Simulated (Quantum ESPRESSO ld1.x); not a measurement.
Input file for ld1.x (Quantum ESPRESSO 7.5):

```
 &input
    atom='As',
    iswitch=1,
    rel=1,
    lsd=1,
    dft='PW',
    config='[Ar] 3d10 4s1 4d1',
    verbosity='high',
    prefix='ld1',
    max_out_wfc=37,
    file_charge='ld1.rho',
 /
```

Command: `OMP_NUM_THREADS=1 ld1.x < ld1.in > ld1.out`

Output (excerpt):

```
     Program LD1 v.7.5 starts

     --------------------------- All-electron run ----------------------------

     scalar relativistic calculation

     atomic number is 33.00
     dft =PW   lsd =1 sic =0 latt =0  beta=0.20 tr2=1.0E-14
     Exchange-correlation= PW
                           (   1   4   0   0   0   0   0)
     mesh =2013 r(mesh) =  99.43383 a.u. xmin = -8.00 dx = 0.00800
     1 Ry =  13.60569312 eV, c = 137.03599908

     n l     nl                  e(Ry)          e(Ha)          e(eV)
     1 0     1S 1( 1.00)    -862.820271873    -431.410135936 -11739.2678394
     2 0     2S 1( 1.00)    -111.997553230     -55.998776615  -1523.8043398
     2 1     2P 1( 3.00)     -98.675367181     -49.337683591  -1342.5467647
     3 0     3S 1( 1.00)     -16.822460570      -8.411230285   -228.8812361
     3 1     3P 1( 3.00)     -12.699070233      -6.349535116   -172.7796525
     3 2     3D 1( 5.00)      -5.884455569      -2.942227785    -80.0620967
     4 0     4S 1( 1.00)      -3.579440376      -1.789720188    -48.7007673
     4 2     4D 1( 1.00)      -1.528935912      -0.764467956    -20.8022328
     1 0     1S 2( 1.00)    -862.811786374    -431.405893187 -11739.1523883
     2 0     2S 2( 1.00)    -111.988505689     -55.994252844  -1523.6812417
     2 1     2P 2( 3.00)     -98.667016887     -49.333508443  -1342.4331531
     3 0     3S 2( 1.00)     -16.807780383      -8.403890191   -228.6815020
     3 1     3P 2( 3.00)     -12.682146413      -6.341073207   -172.5493922
     3 2     3D 2( 5.00)      -5.857422222      -2.928711111    -79.6942892
     4 0     4S 2( 0.00)      -3.404591345      -1.702295673    -46.3218250
     4 2     4D 2( 0.00)      -1.373808740      -0.686904370    -18.6916201

     final scf error:  5.3E-15 reached in  35 iterations

     Etot =   -4509.502498 Ry,   -2254.751249 Ha,  -61354.907126 eV
     Total magnetization:    2.00 Bohr mag.

     Ekin =    4594.879719 Ry,    2297.439859 Ha,   62516.523394 eV
     Encl =  -10791.390112 Ry,   -5395.695056 Ha, -146824.342232 eV
     Eh   =    1845.897151 Ry,     922.948576 Ha,   25114.710180 eV
     Exc  =    -158.889257 Ry,     -79.444628 Ha,   -2161.798468 eV
```

Run on one thread of a shared host, so times are rough (Intel(R) Xeon(R) Processor @ 2.60GHz): 0.73 s of CPU time, 1.2 s wall, 35 iterations on 2013 mesh points.
